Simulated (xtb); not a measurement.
CH6OSiTe, SMILES C[Te]O[SiH3]. All values are semi-empirical tight-binding results from xtb (GFN2-xTB unless named), good for trends rather than for accurate numbers. Coordinates come from a GFN2-xTB optimisation. The structure was generated by enumeration, and PubChem lists no compound with its InChIKey, so it may never have been made. Other conformers were not sampled.

Computed properties:
The orbital gap is 3.28 eV. The zero-point energy is 39.7 kcal/mol, the G − E(el) at 298.15 K (modified RRHO) is 18.7 kcal/mol and the static polarisability (D4 model) comes out as 87.3 bohr³. The solvation energy, GFN2-xTB/ALPB(water) comes out as -2.2 kcal/mol and the solvation energy, GFN2-xTB/ALPB(thf) is -6.2 kcal/mol.
